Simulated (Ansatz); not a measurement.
# Which isomer of CH4GeOS gives these data?

These gas-phase data were calculated for one isomer of CH4GeOS at PBE0-D4/def2-SVP (harmonic, unscaled wavenumbers; equilibrium rotational constants with average atomic masses):

| Property | Result |
| --- | --- |
| rotational constants | 8.703, 2.153, 1.745 GHz |
| all wavenumbers above 1500 cm⁻¹ | 3866, 3189, 3168, 3060 |

Candidates:

(1) `C[O][Ge][SH]`, a singlet
(2) `C[S][Ge][OH]`, a singlet

Question: Which structure fits?

Answer: Candidate (2). The band at 3866 cm⁻¹ lies where the O–H stretch is expected; (1) has no mode between 3300 and 4000 cm⁻¹.

The same quantities for all candidates:

```
     rotational constants (GHz)  wavenumbers above 1500 cm⁻¹  E above the lowest, PBE0-D4/def2-SVP (kcal/mol)
(1)          4.33, 3.238, 1.875       3131, 3096, 3014, 2716                                              4.9
(2)         8.703, 2.153, 1.745       3866, 3189, 3168, 3060                                              0.0
```

Each candidate is one conformer. Programs: Ansatz 0.2.0.
